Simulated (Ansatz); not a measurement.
Molecule: RbO, net charge 0, doublet state. SMILES: [O][Rb]
Geometry: optimised at B3LYP-D3(BJ)/def2-TZVP (Ansatz, a first-principles code).

Property: vertical electron affinity (to the triplet state of charge -1; a negative value means that the extra electron is unbound and the number depends on the basis; each state is the SCF solution reached for its spin), in eV. Cores are frozen in the correlated levels unless marked. UHF or UKS for open shells. No spin-orbit coupling. The frozen core is the preceding noble-gas configuration, with the filled d and f shells of earlier blocks. The outer core of K, Ca and their heavier congeners is not correlated, a term that matters for these elements. Past Kr the def2 sets carry scalar-relativistic core potentials. Anions need diffuse functions: def2-D sets add few. CBS marks a two-point X^-3 extrapolation of the correlation energy; Hartree-Fock from the larger set.

| level | program | vertical electron affinity (eV) |
|---|---|---|
| SVWN5/def2-TZVPD | Ansatz | 0.47 |
| PBE/def2-TZVPD | Ansatz | 0.45 |
| r2SCAN/def2-TZVPD | Ansatz | 0.34 |
| B3LYP/def2-TZVPD | Ansatz | 0.43 |
| BHLYP/def2-TZVPD | Ansatz | 0.31 |
| CAM-B3LYP/def2-TZVPD | Ansatz | 0.38 |
| wB97M-V/def2-TZVPD | Ansatz | 0.14 |
| wB97X-V/def2-TZVPD | Ansatz | 0.28 |
| wB97X/def2-TZVPD | Ansatz | 0.24 |
| CCSD/def2-SVPD | Ansatz | 0.23 |
| CCSD/def2-TZVPPD | Ansatz | 0.22 |
| CCSD/def2-QZVPPD | Ansatz | 0.24 |
| CCSD(T)/def2-TZVPPD | Ansatz | 0.22 |
| CCSD(T)/CBS(def2-TZVPPD,def2-QZVPPD) | Ansatz | 0.24 |
